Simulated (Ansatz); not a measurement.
Coupled-cluster diagnostics for the cluster Si8H6, Ansatz.

Geometry of the singlet (PBE-D4/def2-SVP):

Cartesian coordinates in Å:
```
Si -0.894 0.397 -1.504
Si -0.409 -1.552 -0.362
Si 1.172 1.886 -0.975
Si 0.568 1.135 -3.151
Si -1.353 -1.981 1.724
Si 2.888 1.309 0.501
Si 1.096 -0.089 0.749
Si -0.280 -0.296 2.605
H 0.565 3.228 -0.633
H -0.272 0.340 3.968
H 0.203 -2.663 -1.170
H -2.629 -2.708 2.053
H 1.325 -0.200 -2.979
H -1.982 1.193 -0.826
```

Correlated methods freeze 40 core orbitals. Another isomer (singlet) lies 0.70 eV lower at PBE0-D4/def2-TZVP; other spin states weren't run for this one.

Question: Estimate the CCSD(T) correlation energy, the shares of MP2 and (T), T1 and the reference's ⟨S²⟩ for: charge 0, singlet, own geometry in def2-SVP; and the rough time on 4 threads of Arm Neoverse V1 on a shared host.

Answer: 
```
                          state     basis  correlation (eV)  MP2 share (%)  (T) share (%)     T1  ⟨S²⟩ (pure)  wall time                            remarks
charge 0, singlet, own geometry  def2-SVP           -24.427           85.1            6.0  0.027  0.00 (0.00)       45 s  large T1, restricted SCF unstable
```
Customary marks for T1 are 0.02 (closed shells), 0.045 (open shells) and about 0.05 (3d metals). T1 exceeds 0.02 in 1 of 1 rows and 0.045 in 0; the higher it lies, the less the single-reference result can be trusted.
